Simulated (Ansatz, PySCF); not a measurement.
## ErF3(H2O) in two programs

ErF3(H2O) (singlet in the valence; each metal's 4f electrons, 11 of them, lie in its core potential, out of spins and levels), relaxed with PySCF 2.14.0, RKS BP86, Er lcecp-1-SVP with ECP57, F def2-SVP, O def2-SVP, H def2-SVP; non-relativistic Hamiltonian with scalar-relativistic core potentials where named; density fitting; no spin-orbit coupling:

```xyz
7

Er    0.0801   -0.0706    0.0706
F     1.0877    1.3160    1.1279
F    -1.2821   -1.1166    1.1166
F     1.0877   -1.1279   -1.3160
O    -1.2700    1.3199   -1.3199
H    -1.6472    2.1888   -1.0811
H    -1.6472    1.0811   -2.1888
```

There the HOMO–LUMO gap is 5.76 eV. The 4f levels lie in the core potential and are missing.

The same geometry by Ansatz 0.2.0 (PBE, PAW with the 4f shell of lanthanides and the 5f shell of actinides in the valence, a periodic box with 9 Å of vacuum; gaps over both spins; site moments in spheres, but by Gaussian weights under spin-orbit coupling, so that the two can't be compared; unpaired electrons at the start: 3, along z under spin-orbit coupling; the open shells may stand above their lowest state):

```tsv
spin-orbit coupling	U on f (eV)	gap (eV)	spin moment on Er1 (μB)	orbital moment of its f shell (μB)	largest force component (eV/Å)
without	0	1.14	2.86	–	0.26
```

What does the run without spin-orbit coupling and with U = 5 eV give?

gap (eV): 4.33, spin moment on Er1 (μB): 2.91, largest force component (eV/Å): 0.26. It took 3.2 min on 2 threads of Arm Neoverse V1 (shared host), peak memory 1.4 GiB.

Semilocal functionals tend to give orbital moments well under those of Hund's rules.

Without U the plane-wave gap ends on 4f levels, which the Gaussian run lacks; U moves filled and empty 4f levels apart, though the lowest empty ones can remain 4f.

The spin-orbit runs use fully relativistic datasets of their own, so changes of a few hundredths of an eV needn't come from the coupling.

An lcecp potential fixes the number of 4f electrons, so in runs with it no electron can move into or out of that shell.
